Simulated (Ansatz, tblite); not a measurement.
Removing and adding an electron: V5O22H19. The state is a singlet with charge 0. Geometry: r2SCAN-D4/def2-SVP. Ansatz, gas phase; energy differences of separate SCF runs; the oxidised species was run as a doublet alone; the reduced species was run as a doublet alone.

Cartesian coordinates in Å:
```
V -1.418 -1.093 1.103
V -0.871 3.019 -0.773
V -2.226 3.226 2.987
V 0.709 -4.424 -0.337
V 2.491 -0.392 -1.413
O 0.022 -6.028 -0.184
O 4.116 0.234 -1.242
O 2.263 -4.493 -1.270
O 1.014 -3.789 1.201
O 2.644 -0.884 -3.118
O -2.177 -2.672 0.897
O 1.715 0.396 -0.055
O -0.243 -3.432 -1.150
O 0.345 -1.396 1.447
O 0.383 -0.855 -2.032
O 2.584 -1.950 -0.674
O 1.957 1.506 -2.354
O -1.765 1.776 3.770
O -1.168 4.704 -0.406
O -1.513 -0.204 -0.309
O -2.126 -0.299 2.305
O -2.491 2.017 -0.577
O 0.185 2.382 0.309
O -0.321 2.761 -2.262
O -3.190 2.833 1.775
O -3.024 4.333 4.087
O -0.782 4.007 2.300
H -0.747 -6.325 -0.693
H 4.238 0.949 -0.598
H 2.964 -5.051 -0.897
H 0.784 -2.776 1.388
H 1.814 -0.898 -3.623
H -1.962 -3.050 0.023
H 1.124 1.229 0.046
H 0.217 -1.813 -1.892
H 0.995 -0.788 1.008
H -0.326 -0.455 -1.457
H 2.673 -2.840 -1.114
H 2.275 1.518 -3.268
H -1.936 0.894 3.297
H -1.076 4.866 0.563
H -2.172 0.992 -0.479
H 1.054 1.946 -2.359
H -2.942 2.266 0.287
H -3.925 4.649 3.923
H -0.163 3.405 1.822
```

The xTB rows come from tblite. Correlated methods freeze 47 core orbitals; core or outer-core shells of V are correlated, in sets that lack core-valence functions. Single mean-field runs in def2-SVP are fitted with def2-universal-jkfit. HOMO above LUMO, or a gap near zero within one spin, warns that the state may not be the lowest or that an electron is smeared out. In the singlet geometry the species has come apart into loosely held pieces. In the doublet geometry the species has come apart into loosely held pieces.

```tsv
level	−HOMO (eV)	vertical IE (eV)	−LUMO (eV)	vertical EA (eV)	HOMO–LUMO gap (eV)	IE − EA (eV)	remarks
GFN1-xTB	13.79	15.80	11.45	9.29	2.34	6.51	–
PBE-D4/def2-SVP	7.05	8.98	4.27	–	2.78	–	gap within one spin near zero (+1 doublet)
PBE0-D4/def2-SVP	8.79	10.18	3.76	2.52	5.03	7.66	–
```

**Question.** Estimate the rows for GFN2-xTB, PBE-QIDH/def2-SVP.

**Answer.** 
| level | −HOMO (eV) | vertical IE (eV) | −LUMO (eV) | vertical EA (eV) | HOMO–LUMO gap (eV) | IE − EA (eV) | remarks |
| --- | --- | --- | --- | --- | --- | --- | --- |
| GFN2-xTB | 12.19 | 14.15 | 10.12 | 7.93 | 2.07 | 6.22 | – |
| PBE-QIDH/def2-SVP | – | – | – | 2.36 | – | – | test for broken spin undecided (singlet) |

Run but left out: PBE-QIDH/def2-SVP (charge +1 doublet: ⟨S²⟩ 1.14, where a pure state has 0.75); PBE-D4/def2-SVP (charge -1 doublet: an occupied level 0.01 eV above an empty one).   Raw xTB energy differences between charge states are shifted by several eV; the methods need an empirical correction for them. Sets without diffuse functions give affinities that are too small.
